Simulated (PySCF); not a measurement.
## Potential energy of CsS⁺ along the bond

Set-up: Cs def2-SVP with ECP46, S def2-SVP; scalar-relativistic core potentials (PySCF 2.14). Energies in eV from Cs⁺ + S in their ground configurations at the same level. State: ³Σ⁻ (triplet), unpaired electrons π ↑↑.

All columns are r²SCAN. A positive dipole points towards S; it is taken about the centre of mass and depends on that origin.

```
R (Å)  E (eV)  μ (D)  Mulliken charge on Cs (basis-dependent)  HOMO (eV)  LUMO (eV)  Mayer bond order  ⟨S²⟩
3.226  -0.117  -1.74                                     0.90     -10.85      -9.60              0.21  2.00
3.376  -0.222  -1.90                                     0.90     -10.72      -9.41              0.19  2.00
3.526  -0.277  -2.07                                     0.91     -10.58      -9.25              0.18  2.00
3.639  -0.296  -2.20                                     0.91     -10.46      -9.12              0.17  2.00
3.751  -0.303  -2.34                                     0.92     -10.35      -9.01              0.16  2.00
3.864  -0.300  -2.48                                     0.92     -10.23      -8.89              0.15  2.00
4.014  -0.288  -2.68                                     0.93     -10.07      -8.75              0.14  2.00
4.201  -0.265  -2.94                                     0.93      -9.88      -8.57              0.13  2.00
4.426  -0.233  -3.24                                     0.94      -9.67      -8.38              0.12  2.00
4.726  -0.193  -3.64                                     0.95      -9.40      -8.14              0.10  2.00
```

A fit through these points gives, at Re = 3.770 Å, μ = -2.36 D and dμ/dR = -1.26 D/Å; the reduced mass is 25.77 u.

Question: How strong is the fundamental in the double-harmonic approximation, I = 42.26·(dμ/dR)²/μred km/mol?

Answer: I = 42.26·(-1.26)²/25.77 = 2.60 km/mol at r²SCAN.

The bond is weak. Basis-set superposition, not corrected here, can be much of De in a small basis, most of all at correlated wavefunction levels. These are scalar-relativistic numbers at best; spin–orbit coupling would shift them, the dissociation energy most. For an ion De counts to the pair picked by the measured ionisation energies or electron affinities, which need not be the lowest pair at this level. The state was picked by a PBE0 search and need not be the measured ground state.
